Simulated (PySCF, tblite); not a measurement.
Isomers of C6H9FN (doublet state), one GFN2-xTB conformer each. Single-point energies are computed at B3LYP/pcH-1 (PySCF, gas phase, no added dispersion term), electronic only. GFN2-xTB treats the open shell by occupation alone, and not every SCF solution was tested for stability.

| SMILES | GFN2-xTB relative energy (kJ/mol) |
| --- | --- |
| [CH2]C[C@@H]1C=NC[C@@H]1F | 91.7 |
| C=C1[CH][C@@H](N)[C@@]1(C)F | 124.7 |
| [H]/N=C1\[C](F)CC[C@H]1C | 0.0 |
| C[C@]1(N)[C](F)C12CC2 | 211.1 |

Conformers: `[CH2:1][CH2:2][C@@H:3]1[CH:4]=[N:5][CH2:6][C@@H:7]1[F:8]` (doublet state) with H–C1–C2–C3 -35° and 150°, C1–C2–C3–C4 -71°; `[CH2:1]=[C:2]1[CH:3][C@@H:4]([NH2:5])[C@@:6]1([CH3:7])[F:8]` (doublet state) with C3–C4–N5–H 170° and 51°; `[H]/[N:8]=[C:7]1/[C@H:2]([CH3:1])[CH2:3][CH2:4][C:5]1[F:6]` (doublet state) with C1–C2–C3–C4 -148°, C2–C3–C4–C5 24°, C3–C4–C5–F6 167°, C4–C5–C7–N8 -179°; `[CH3:1][C@:2]1([NH2:3])[C:4]([F:5])[C:6]12[CH2:7][CH2:8]2` (doublet state) with C1–C2–N3–H -43° and -168°.

**Question.** What does B3LYP/pcH-1 give for the same structures?

**Answer.** 
| SMILES | B3LYP/pcH-1 E (Eh) | B3LYP/pcH-1 (kJ/mol) | GFN2-xTB (kJ/mol) | point group |
| --- | --- | --- | --- | --- |
| [H]/N=C1\[C](F)CC[C@H]1C | -388.62561 | 0.0 | 0.0 | C1 |
| [CH2]C[C@@H]1C=NC[C@@H]1F | -388.58886 | 96.5 | 91.7 | C1 |
| C=C1[CH][C@@H](N)[C@@]1(C)F | -388.58726 | 100.7 | 124.7 | C1 |
| C[C@]1(N)[C](F)C12CC2 | -388.52800 | 256.3 | 211.1 | C1 |

Both levels put the same isomer lowest; measured from each level's own lowest isomer, the values differ by up to 45.2 kJ/mol (C[C@]1(N)[C](F)C12CC2: 211.1 against 256.3). As drawn, the highest has a three-membered ring and a quaternary carbon, which the lowest lacks. Neighbours under 21 kJ/mol apart ([CH2]C[C@@H]1C=NC[C@@H]1F and C=C1[CH][C@@H](N)[C@@]1(C)F) can change places with a better method, another conformer or zero-point energy.

**Question.** What happens when harmonic zero-point energies from GFN2-xTB frequencies are added?

**Answer.** 
| SMILES | ZPE (kJ/mol) | electronic (kJ/mol) | with ZPE (kJ/mol) |
| --- | --- | --- | --- |
| [H]/N=C1\[C](F)CC[C@H]1C | 362.4 | 0.0 | 0.0 |
| [CH2]C[C@@H]1C=NC[C@@H]1F | 354.7 | 96.5 | 88.8 |
| C=C1[CH][C@@H](N)[C@@]1(C)F | 353.6 | 100.7 | 91.9 |
| C[C@]1(N)[C](F)C12CC2 | 357.5 | 256.3 | 251.4 |

The zero-point energies span 8.8 kJ/mol. The order is unchanged.
